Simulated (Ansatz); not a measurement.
Cost and result up the ladder for Al₃N₃H₁₂, a cluster cut from zinc blende AlN (hydrogen-capped) (18 atoms). The state is a singlet with charge 0. Geometry: r2SCAN-D4/def2-SVP.

```xyz
18

Al   -0.2069   -1.9541    0.4076
Al    0.2758    1.2780    1.5186
Al   -0.7637    0.7151   -1.7090
N    -0.2280   -1.1428   -1.3784
N     0.2564    1.7430   -0.3865
N     0.7102   -0.6349    1.5332
H     0.7611   -3.2284    0.3181
H    -1.7110   -2.0826    0.9145
H     1.5292    2.0382    2.1665
H    -1.1983    1.4610    2.0923
H    -0.1825    1.1108   -3.1493
H    -2.3122    0.8578   -1.3665
H     0.6609   -1.3344   -1.8538
H    -0.9035   -1.7064   -1.9108
H     1.2159    1.8867   -0.7206
H    -0.1461    2.6886   -0.4218
H     1.7254   -0.7579    1.4496
H     0.5171   -0.9377    2.4966
```

Ansatz on 4 threads of Arm Neoverse V1 on a shared host. Times are rough, and most runs start from the orbitals of an earlier one. r2SCAN0-D4/def2-TZVP serves as the yardstick here, not as an exact answer. Differences are given only for rows in sets of like size (and for xTB, whose basis is part of the method), since another set adds its own error. Binding counts from free atoms at the same level (Al doublet, N quartet, H doublet; other spins of the atoms weren't run), without zero-point energy or a counterpoise term.

B3LYP takes the VWN-RPA correlation. Correlated methods freeze 18 core orbitals. The rows differ in basis, and correlated rows in double-zeta sets carry the largest basis error.

Correlated methods converge slowly with the basis, most of all in double-zeta sets.

```csv
level,functions,binding energy per atom (eV),difference from r2SCAN0-D4/def2-TZVP (eV)
PBE0-D4/def2-TZVPD,348,3.22,0.01
LDA (SPW92)/def2-TZVP,276,3.63,0.41
MP2/def2-TZVP,276,3.13,-0.08
PBE0-D4/def2-TZVP (with forces),276,3.22,0.01
PBE-D4/def2-TZVPD,348,3.26,0.04
HF/STO-3G,54,3.33,–
B3LYP-D4/6-31G,90,3.12,–
HF/6-31G,90,2.16,–
BLYP-D4/def2-TZVP,276,3.26,0.04
r2SCAN-D4/def2-TZVP,276,3.25,0.04
r2SCAN0-D4/def2-TZVP,276,3.22,0.00
PBE0-D4/def2-SVP,156,3.24,–
LDA (SPW92)/def2-TZVPD,348,3.63,0.41
CCSD(T)/def2-SVP,156,3.09,–
```

(1) Estimate how long each takes.

## Answers

(1) HF/STO-3G 0.25 s; HF/6-31G 0.65 s; B3LYP-D4/6-31G 1.8 s; LDA (SPW92)/def2-TZVP 2.2 s; PBE0-D4/def2-SVP 3 s; LDA (SPW92)/def2-TZVPD 3.6 s; BLYP-D4/def2-TZVP 4 s; MP2/def2-TZVP 5.5 s; PBE-D4/def2-TZVPD 7 s; r2SCAN-D4/def2-TZVP 8.5 s; PBE0-D4/def2-TZVP (with forces) 9 s; PBE0-D4/def2-TZVPD 11 s; r2SCAN0-D4/def2-TZVP 11 s; CCSD(T)/def2-SVP 27 s. On shared hardware such times vary by a factor of up to 3.
